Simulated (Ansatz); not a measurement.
Relaxation of FH$_{5}$W (7 atoms, charge 0, multiplicity 1), to a largest force component of 0.02 eV/Å in at most 40 steps.

The calculation used RKS B3LYP-D4/def2-mTZVP (Ansatz).

```xyz
7
Properties=species:S:1:pos:R:3:forces:R:3
W 0.000 0.000 0.000 0.00 0.00 5.81
F 0.000 0.000 1.850 0.00 0.00 0.28
H 1.720 0.000 0.000 1.56 0.00 -1.43
H 0.000 1.720 0.000 0.00 1.56 -1.43
H -1.720 0.000 0.000 -1.56 0.00 -1.43
H 0.000 -1.720 0.000 0.00 -1.56 -1.43
H 0.000 0.000 -1.720 0.00 0.00 -0.37
```

Where does it end, and by what steps?

The run converged. The force dipped under the threshold on the way, but the program's further checks kept it going. After 34 steps the energy has fallen by 4.530 eV; H4 moved furthest, 0.58 Å.

| step | energy less start (eV) | largest force component (eV/Å) | accepted |
| --- | --- | --- | --- |
| 0 | 0.0000 | 5.808 | yes |
| 2 | -2.8761 | 3.383 | yes |
| 4 | -4.1264 | 1.073 | yes |
| 6 | -4.1616 | 0.039 | yes |
| 8 | -4.1617 | 0.002 | yes |
| 10 | -4.1617 | 0.008 | yes |
| 12 | -4.1617 | 0.014 | yes |
| 14 | -4.1618 | 0.024 | yes |
| 16 | -4.1620 | 0.042 | yes |
| 18 | -4.1629 | 0.070 | yes |
| 20 | -4.1655 | 0.115 | yes |
| 22 | -4.1733 | 0.174 | yes |
| 24 | -4.1951 | 0.219 | yes |
| 26 | -4.2464 | 0.352 | yes |
| 28 | -4.3445 | 0.487 | yes |
| 30 | -4.5099 | 0.669 | yes |
| 32 | -4.5284 | 0.080 | yes |
| 34 | -4.5300 | 0.009 | yes |

```xyz
7
Properties=species:S:1:pos:R:3
W -0.280 0.282 0.363
F 0.233 -0.244 2.114
H 1.266 -0.075 -0.129
H 0.423 1.652 -0.385
H -1.656 -0.402 -0.393
H 0.063 -1.266 -0.133
H -0.048 0.053 -1.306
```

Whether the end is a true minimum wasn't checked by a vibrational analysis.

Time of the run: 85 s on 1 thread of Arm Neoverse V2, on a shared host, peak memory 0.13 GiB.
